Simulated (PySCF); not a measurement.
C2H4F2OSi. Atoms are numbered in the order given.

```xyz
10

C     -0.0566     2.4339     0.0000
C      0.7229     1.3436     0.0000
Si     0.0242    -0.3536     0.0000
O     -1.6135    -0.2602     0.0000
F      0.5375    -1.2126    -1.2727
F      0.5375    -1.2126     1.2727
H     -1.1485     2.3552     0.0000
H      0.3626     3.4460     0.0000
H      1.8130     1.4666     0.0000
H     -2.1303    -1.0741     0.0000
```

Geometry optimised at B3LYP-D3(BJ)/def2-SVP. The structure was generated by enumeration, and PubChem lists no compound with its InChIKey, so it may never have been made. One conformer was computed; it need not be the lowest.

Method: TDA-PBE/def2-SVPD (PySCF).

Vertical excitations. Isolated molecule, no solvent. State labels are in the subgroup Cs.

Q: Estimate the UV-visible absorptions. (An estimate is asked for; the answer gives what the named calculation found.)

A: 
```csv
state,symmetry,energy (eV),λ (nm),f,main pairs
S1,A',6.37,195,0.011,HOMO−2→LUMO 90 %
S2,A",6.54,189,0.003,HOMO−1→LUMO 97 %
S3,A",6.75,184,0.003,HOMO→LUMO+1 99 %
S4,A",7.17,173,0.001,HOMO−3→LUMO 99 %
S5,A',7.59,163,0.221,"HOMO−1→LUMO+1 50 %, HOMO→LUMO 27 %, HOMO−4→LUMO 16 %"
S6,A',7.71,161,0.044,"HOMO−4→LUMO 44 %, HOMO−1→LUMO+1 43 %, HOMO→LUMO 9 %"
S7,A",7.85,158,0.012,"HOMO−2→LUMO+1 83 %, HOMO→LUMO+2 14 %"
S8,A",7.86,158,0.022,"HOMO→LUMO+2 86 %, HOMO−2→LUMO+1 13 %"
S9,A',8.02,155,0.148,"HOMO−4→LUMO 31 %, HOMO→LUMO 27 %, HOMO−6→LUMO 26 %"
S10,A",8.08,154,0.047,HOMO→LUMO+3 97 %
T1,A',4.32,287,0,HOMO→LUMO 98 %
T2,A",5.93,209,0,HOMO−1→LUMO 99 %
T3,A',6.33,196,0,HOMO−2→LUMO 99 %
T4,A",6.68,186,0,HOMO→LUMO+1 99 %
```
Triplets are in the Tamm–Dancoff approximation.
